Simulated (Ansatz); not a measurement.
This geometry of CH₆NOSb (10 atoms, charge 0, multiplicity 1) is a first-order saddle point.

The calculation used RKS BLYP/def2-SVP (Ansatz).

```xyz
10
Properties=species:S:1:pos:R:3
N -1.236 0.501 0.569
C -0.429 0.872 -0.557
O 0.566 -0.077 -0.952
Sb 1.653 -0.882 0.604
H -1.874 -0.291 0.512
H -1.125 0.944 1.478
H 0.017 1.869 -0.319
H -1.054 0.998 -1.472
H 2.761 -1.568 -0.556
H 0.804 -2.416 0.695
```

**Question.** Which two structures does it join? (They come from a converged band through this point; their orientation in space is the band's.)

**Answer.** No bond is made or broken. The height of N1 over the plane of its neighbours goes from -0.35 to 0.37 Å.

Initial state:

```xyz
10
Properties=species:S:1:pos:R:3
N -0.972 0.404 0.776
C -0.380 0.882 -0.481
O 0.504 -0.073 -1.011
Sb 1.695 -0.954 0.450
H -1.734 -0.267 0.609
H -1.341 1.169 1.357
H 0.114 1.860 -0.244
H -1.133 1.080 -1.284
H 2.584 -1.740 -0.839
H 0.748 -2.414 0.670
```

Final state:

```xyz
10
Properties=species:S:1:pos:R:3
N -1.563 0.634 0.396
C -0.459 0.881 -0.507
O 0.407 -0.231 -0.795
Sb 1.888 -0.705 0.547
H -2.084 -0.205 0.106
H -1.240 0.471 1.360
H 0.108 1.759 -0.114
H -0.879 1.165 -1.497
H 2.743 -1.636 -0.652
H 1.163 -2.185 1.158
```

**Question.** How far does it lie above each of them?

**Answer.** 0.144 eV above the first and 0.093 eV above the second. This is the barrier of this one path; another mechanism may lie lower.

The run took 54 s on 2 threads of AMD EPYC 9R45 96-Core Processor (Zen 5), on a shared host, peak memory 0.17 GiB.
